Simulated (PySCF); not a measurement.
Basis and Hamiltonian dependence of the ionisation energy of K

K [Ar] 4s1 (2S) → K⁺ [Ar] (1S). Calculated with PySCF 2.14 from differences of total energies of unrestricted determinants, without spin-orbit coupling. Values in eV.

```json
{"basis": "def2-SVP", "Hamiltonian": "non-relativistic", "functions": "24", "UHF": "3.980", "r2SCAN": "n/a", "PBE0": "4.362", "CCSD(T) (valence and next inner shell)": "n/a"}
{"basis": "x2c-SVPall", "Hamiltonian": "spin-free X2C", "functions": "24", "UHF": "3.995", "r2SCAN": "n/a", "PBE0": "4.380", "CCSD(T) (valence and next inner shell)": "n/a"}
{"basis": "jorge-DZP-DKH", "Hamiltonian": "spin-free X2C", "functions": "31", "UHF": "3.992", "r2SCAN": "n/a", "PBE0": "4.380", "CCSD(T) (valence and next inner shell)": "n/a"}
{"basis": "6-31G*", "Hamiltonian": "non-relativistic", "functions": "32", "UHF": "4.010", "r2SCAN": "4.243", "PBE0": "n/a", "CCSD(T) (valence and next inner shell)": "n/a"}
{"basis": "def2-TZVP", "Hamiltonian": "non-relativistic", "functions": "33", "UHF": "4.009", "r2SCAN": "n/a", "PBE0": "n/a", "CCSD(T) (valence and next inner shell)": "n/a"}
{"basis": "x2c-TZVPall", "Hamiltonian": "spin-free X2C", "functions": "33", "UHF": "4.023", "r2SCAN": "n/a", "PBE0": "n/a", "CCSD(T) (valence and next inner shell)": "n/a"}
{"basis": "aug-cc-pVDZ-X2C", "Hamiltonian": "spin-free X2C", "functions": "36", "UHF": "4.019", "r2SCAN": "4.244", "PBE0": "4.379", "CCSD(T) (valence and next inner shell)": "n/a"}
{"basis": "aug-cc-pVTZ-X2C", "Hamiltonian": "spin-free X2C", "functions": "59", "UHF": "4.023", "r2SCAN": "4.256", "PBE0": "4.386", "CCSD(T) (valence and next inner shell)": "n/a"}
{"basis": "aug-cc-pwCVTZ-X2C", "Hamiltonian": "spin-free X2C", "functions": "84", "UHF": "4.023", "r2SCAN": "4.262", "PBE0": "4.392", "CCSD(T) (valence and next inner shell)": "4.322"}
{"basis": "aug-cc-pVQZ-X2C", "Hamiltonian": "spin-free X2C", "functions": "93", "UHF": "4.023", "r2SCAN": "4.270", "PBE0": "4.398", "CCSD(T) (valence and next inner shell)": "n/a"}
{"basis": "aug-cc-pwCVTZ-X2C with one added diffuse shell each of s, p, d, f type", "Hamiltonian": "spin-free X2C", "functions": "100", "UHF": "4.023", "r2SCAN": "4.262", "PBE0": "4.392", "CCSD(T) (valence and next inner shell)": "4.322"}
{"basis": "dyall-av3z", "Hamiltonian": "spin-free X2C", "functions": "118", "UHF": "4.023", "r2SCAN": "4.263", "PBE0": "4.392", "CCSD(T) (valence and next inner shell)": "n/a"}
{"basis": "dyall-acv3z", "Hamiltonian": "non-relativistic", "functions": "135", "UHF": "4.008", "r2SCAN": "4.247", "PBE0": "4.375", "CCSD(T) (valence and next inner shell)": "n/a"}
{"basis": "dyall-acv3z", "Hamiltonian": "spin-free X2C", "functions": "135", "UHF": "4.023", "r2SCAN": "n/a", "PBE0": "n/a", "CCSD(T) (valence and next inner shell)": "n/a"}
```

Frozen in the all-electron rows: valence: [Ar]; valence and next inner shell: [Ne].

Non-relativistic rows lack the scalar-relativistic shift.

Reference for a calculation without spin-orbit coupling: 4.341 eV (measured, between term centres; NIST).
